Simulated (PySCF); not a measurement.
**Correlation energy of Ca (calcium, neutral)**

[Ar] 4s1 4p1, high-spin 3P determinant (an excited configuration). All numbers are calculated (PySCF 2.14, scalar relativity by spin-free X2C-1e, in x2c-TZVPPall (6s5p3d, 36 functions)). Frozen: [Ar]; 2 electrons correlated.

With two correlated electrons CCSD is exact within the correlated space (frozen core and kept virtual orbitals).

```json
{"level": "CCSD", "correlation energy (mhartree)": "-3.74"}
```

Diagnostics: T1 = 0.0094, D1 = 0.0187, largest double amplitude 0.081.

Cost of the coupled-cluster step: about 0.14 core-seconds, for 2 correlated electrons.

Iterations:

```
CC2 = 0
CCSD nocc = (np.int64(2), np.int64(0)), nmo = (27, 27)
frozen orbitals [[0, 1, 2, 3, 4, 5, 6, 7, 8], [0, 1, 2, 3, 4, 5, 6, 7, 8]]
max_cycle = 100
direct = 0
conv_tol = 1e-08
conv_tol_normt = 1e-06
diis_space = 8
diis_start_cycle = 0
Init t2, MP2 energy = -0.00154407258919851
Init E_corr(UCCSD) = -0.00154407259049778
cycle = 1  E_corr(UCCSD) = -0.00236185502773291  dE = -0.000817782437  norm(t1,t2) = 0.0288913
cycle = 2  E_corr(UCCSD) = -0.00283728848850527  dE = -0.000475433461  norm(t1,t2) = 0.0187145
cycle = 3  E_corr(UCCSD) = -0.00365394161490166  dE = -0.000816653126  norm(t1,t2) = 0.0128339
cycle = 4  E_corr(UCCSD) = -0.00372188236812979  dE = -6.79407532e-05  norm(t1,t2) = 0.0038354
cycle = 5  E_corr(UCCSD) = -0.0037467038220261  dE = -2.48214539e-05  norm(t1,t2) = 0.000686706
cycle = 6  E_corr(UCCSD) = -0.00373568430741932  dE = 1.10195146e-05  norm(t1,t2) = 0.000186723
cycle = 7  E_corr(UCCSD) = -0.00374338880898479  dE = -7.70450157e-06  norm(t1,t2) = 8.16203e-05
cycle = 8  E_corr(UCCSD) = -0.00374035119429969  dE = 3.03761469e-06  norm(t1,t2) = 3.58105e-05
cycle = 9  E_corr(UCCSD) = -0.0037413051921346  dE = -9.53997835e-07  norm(t1,t2) = 9.2264e-06
cycle = 10  E_corr(UCCSD) = -0.00374093493907812  dE = 3.70253056e-07  norm(t1,t2) = 5.24175e-06
cycle = 11  E_corr(UCCSD) = -0.00374094891313118  dE = -1.39740531e-08  norm(t1,t2) = 2.7017e-07
cycle = 12  E_corr(UCCSD) = -0.00374094908061568  dE = -1.67484503e-10  norm(t1,t2) = 5.01253e-08
UCCSD converged
E(UCCSD) = -679.5857907135309  E_corr = -0.003740949080615679
```

The basis was made for the ground configuration and has no added diffuse functions, which can raise the energy of the promoted electron.
